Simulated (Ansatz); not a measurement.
Two members of one family (Ge nanocrystals, cubic, H-capped), computed with Ansatz in the gas phase. The two geometries come from different levels. Binding counts from free atoms in the multiplicity of their measured ground term, without zero-point energy. The structures are stationary points that may keep the symmetry of their start.

First: Ge20H30 (singlet, charge 0, PBE-D4/def2-SVP geometry).

```xyz
50

Ge   -2.5700   -0.5655   -1.6020
Ge    0.5525   -0.5900   -4.1983
Ge   -1.1248    2.8671   -0.0504
Ge    1.9291    2.6749   -2.7212
Ge   -0.3386   -3.9543   -1.5860
Ge   -1.9499   -0.2519    2.3724
Ge    0.2536   -3.6578    2.1989
Ge    1.1426   -0.4159   -0.1451
Ge    2.5952    3.0135    1.5664
Ge    1.8100    0.0461    3.8743
Ge   -1.8101   -0.0472   -3.8720
Ge   -2.5974   -3.0141   -1.5668
Ge   -1.1453    0.4165    0.1462
Ge    1.9498    0.2509   -2.3702
Ge   -0.2504    3.6566   -2.1993
Ge    0.3372    3.9559    1.5854
Ge    1.1235   -2.8672    0.0498
Ge   -1.9260   -2.6762    2.7208
Ge   -0.5528    0.5906    4.1990
Ge    2.5681    0.5649    1.6031
H    -4.0288   -0.0366   -1.4200
H     0.7069   -2.1252   -4.3811
H     1.0379    0.0968   -5.5120
H    -2.5810    3.4013    0.1323
H     2.2363    2.9331   -4.2277
H     3.0268    3.3885   -1.8844
H     0.2411   -3.8638   -3.0251
H    -0.4292   -5.4633   -1.2044
H    -3.4084    0.2752    2.5617
H     0.0864   -5.2045    2.0980
H     1.2406   -3.3625    3.3627
H     3.3706    3.5624    0.3374
H     3.3402    3.4928    2.8498
H     2.0465   -1.4467    4.2338
H     2.6552    0.9123    4.8585
H    -2.6550   -0.9122   -4.8571
H    -2.0482    1.4462   -4.2313
H    -3.3396   -3.4924   -2.8514
H    -3.3728   -3.5649   -0.3377
H     3.4077   -0.2784   -2.5578
H    -1.2374    3.3630   -3.3632
H    -0.0830    5.2033   -2.0970
H     0.4295    5.4636    1.2014
H    -0.2430    3.8676    3.0236
H     2.5813   -3.3993   -0.1354
H    -3.0236   -3.3888    1.8817
H    -2.2357   -2.9362    4.2264
H    -1.0392   -0.0909    5.5146
H    -0.7053    2.1272    4.3785
H     4.0271    0.0354    1.4203
```

| level | HOMO (eV) | LUMO (eV) | gap (eV) | binding per atom (eV) |
| --- | --- | --- | --- | --- |
| PBE-D4/def2-SVP | -6.04 | -2.13 | 3.91 | 2.87 |
| PBE-D4/def2-TZVP | -6.07 | -2.23 | 3.85 | 2.87 |
| r2SCAN-D4/def2-TZVP | -6.30 | -2.06 | 4.24 | 2.91 |
| B3LYP-D4/6-31G | -6.70 | -1.52 | 5.17 | 2.81 |
| PBE0-D4/def2-SVP | -6.97 | -1.43 | 5.53 | 2.88 |

Second: Ge22H28 (singlet, charge 0, r2SCAN-D4/def2-SVP geometry).

Cartesian coordinates in Å:
```
Ge 2.264 -0.366 -3.622
Ge -0.727 -2.950 -3.026
Ge 1.712 3.504 -2.940
Ge 4.030 1.361 -0.533
Ge 1.041 -1.190 0.072
Ge 2.823 0.528 3.184
Ge 0.496 2.664 0.759
Ge -0.140 -2.028 3.775
Ge -1.269 0.932 -2.331
Ge -4.252 -1.644 -1.752
Ge -2.467 0.108 1.350
Ge -1.923 -3.776 0.654
Ge -0.696 1.839 4.471
Ge 3.312 1.679 -2.832
Ge 0.332 -0.904 -2.245
Ge -2.655 -3.472 -1.643
Ge -0.210 2.981 -1.548
Ge 2.116 0.846 0.878
Ge -0.879 -1.737 1.476
Ge 0.904 0.013 4.582
Ge -1.419 2.145 2.171
Ge -3.203 0.398 -0.952
H 1.815 -0.201 -5.089
H 3.272 -1.533 -3.560
H 0.293 -4.105 -2.966
H -1.161 -2.771 -4.496
H 1.254 3.715 -4.398
H 2.369 4.810 -2.447
H 5.044 0.200 -0.454
H 4.723 2.637 -0.011
H 2.059 -2.355 0.144
H 3.845 -0.626 3.247
H 3.518 1.810 3.687
H 1.175 3.957 1.270
H 0.866 -3.196 3.840
H -1.351 -2.391 4.660
H -1.722 1.118 -3.799
H -4.728 -1.446 -3.206
H -5.484 -1.969 -0.880
H -3.687 -0.236 2.239
H -0.906 -4.933 0.734
H -3.126 -4.133 1.552
H -0.046 3.140 4.987
H -1.917 1.523 5.360
H 4.539 2.004 -3.715
H -3.315 -4.775 -2.150
H -1.240 4.133 -1.607
H 1.368 -0.188 6.043
H -2.437 3.307 2.083
H -4.207 1.572 -1.016
```

Q: Estimate the same table for the second.

A: 
```csv
level,HOMO (eV),LUMO (eV),gap (eV),binding per atom (eV)
PBE-D4/def2-SVP,-5.87,-1.79,4.08,2.95
PBE-D4/def2-TZVP,-5.91,-1.90,4.01,2.95
r2SCAN-D4/def2-TZVP,-6.13,-1.74,4.40,2.99
B3LYP-D4/6-31G,-6.52,-1.17,5.35,2.87
PBE0-D4/def2-SVP,-6.79,-1.11,5.68,2.96
```
